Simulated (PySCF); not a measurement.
# Working out the ionisation energy of F⁺

F⁺ [He] 2s2 2p4 (3P) → F²⁺ [He] 2s2 2p3 (4S). Calculation: PySCF 2.14, in aug-cc-pVQZ-DK (6s5p4d3f2g, 80 functions); the spin-free X2C one-electron Hamiltonian (Gaussian nucleus). Frozen: 1s2. Energies in hartree (1 hartree = 27.21139 eV):

| part | F⁺ (lower) | F²⁺ (upper) |
| --- | --- | --- |
| UHF | -98.926316 | -97.699589 |
| MP2 opposite-spin | -0.122314 | -0.078155 |
| MP2 same-spin | -0.037688 | -0.031849 |

What does Hartree-Fock give?

(-97.699589) − (-98.926316) = 1.226727 hartree = 33.381 eV.

What do MP2 and SCS-MP2 (6/5 opposite-spin, 1/3 same-spin) give?

The opposite-spin parts differ by 1.202 eV and the same-spin parts by 0.159 eV. MP2: 33.381 + (1.202) + (0.159) = 34.742 eV. SCS-MP2: 33.381 + 1.2 × (1.202) + (0.159)/3 = 34.876 eV.

Measured between the centres of the two terms (NIST): 34.950 eV, so MP2 (valence) is off by -0.208 eV.

What remains against the reference includes basis incompleteness, the frozen core and correlation beyond second order.
